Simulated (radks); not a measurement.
Results of a calculation; reference values are marked as such.
Isoelectronic series with 26 electrons, all held in the configuration [Ar] 3d6 4s2, which need not be the ground one along the series. Level of theory: Dirac Kohn-Sham, BLYP, spin-unpolarised, spherical densities, point nucleus; open shells fill j = l - 1/2 first (a radial shooting solver on a logarithmic mesh with Libxc functionals). Total energies (hartree) and orbital eigenvalues (hartree):

| ion | E (hartree) | 4s1/2 | 3d5/2 | 3d3/2 | 3p3/2 |
|---|---|---|---|---|---|
| Fe | -1272.80858 | -0.19180 | -0.26867 | -0.27427 | -2.17830 |
| Cu3+ | -1651.31691 | -1.47426 | -2.41376 | -2.42779 | -4.95326 |
| Ge6+ | -2083.81508 | -3.44460 | -5.76879 | -5.79711 | -8.94944 |
| Br9+ | -2570.58253 | -6.03997 | -10.20205 | -10.25271 | -14.02915 |
| Sr12+ | -3112.15563 | -9.24472 | -15.67460 | -15.75812 | -20.15671 |
| Nb15+ | -3709.21178 | -13.05544 | -22.16920 | -22.29893 | -27.31915 |
| Ru18+ | -4362.54399 | -17.47400 | -29.67671 | -29.86918 | -35.51176 |
| Ag21+ | -5073.05623 | -22.50529 | -38.19182 | -38.46703 | -44.73380 |
| Sn24+ | -5841.76650 | -28.15637 | -47.71125 | -48.09310 | -54.98681 |
| I27+ | -6669.81403 | -34.43609 | -58.23302 | -58.74961 | -66.27384 |
| Ba30+ | -7558.4695 | -41.35493 | -69.75595 | -70.43998 | -78.59903 |
| Pr33+ | -8509.1479 | -48.92500 | -82.27943 | -83.16858 | -91.96743 |
| Sm36+ | -9523.4245 | -57.16008 | -95.80327 | -96.94059 | -106.3849 |
| Tb39+ | -10603.0535 | -66.07573 | -110.3276 | -111.7619 | -121.8578 |
| Er42+ | -11749.9913 | -75.68943 | -125.8527 | -127.6390 | -138.3933 |
| Lu45+ | -12966.4238 | -86.02086 | -142.3793 | -144.5792 | -155.9993 |
| W48+ | -14254.7998 | -97.09205 | -159.9079 | -162.5901 | -174.6839 |
| Ir51+ | -15617.8714 | -108.9278 | -178.4395 | -181.6801 | -194.4560 |
